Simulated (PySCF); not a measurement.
## Iron: a sound run and one with changed settings

Sound run: Fe⁺ [Ar] 3d6 4s1, Fe²⁺ [Ar] 3d6. All numbers are calculated (PySCF 2.14, no relativity, point nucleus, in def2-TZVP). In the sound run the correlated levels freeze [Ar]. The sound run starts from symmetry-adapted Hartree-Fock orbitals and uses a fine grid where one is needed.

Changed run: initial guess sap, at most 50 SCF cycles, level shift 2.0 hartree.

| species | method | sound run (hartree) | changed run (hartree) | converged |
| --- | --- | --- | --- | --- |
| Fe⁺ | UHF | -1262.19337 | -1262.19337 | yes |
| Fe⁺ | PBE0 | -1263.15733 | -1263.15733 | yes |
| Fe⁺ | TPSS | -1263.40279 | -1263.40279 | yes |
| Fe⁺ | MP2 | -1262.30592 | -1262.26139 | yes |
| Fe²⁺ | UHF | -1261.63775 | -1261.63775 | yes |
| Fe²⁺ | PBE0 | -1262.55892 | -1262.55892 | yes |
| Fe²⁺ | TPSS | -1262.80259 | -1262.80259 | yes |
| Fe²⁺ | MP2 | -1261.73456 | -1261.69816 | yes |

Ionisation energy of Fe⁺:

| method | sound run (eV) | changed run (eV) |
| --- | --- | --- |
| UHF | 15.119 | 15.119 |
| PBE0 | 16.283 | 16.283 |
| TPSS | 16.332 | 16.332 |
| MP2 | 15.547 | 15.326 |
| SCS-MP2 | 15.363 | 15.230 |

A level shift leaves the converged SCF energy unchanged but raises the virtual orbital energies, which shrinks MP2 if it is not removed.

For comparison, NIST gives 16.199 eV between the lowest levels.
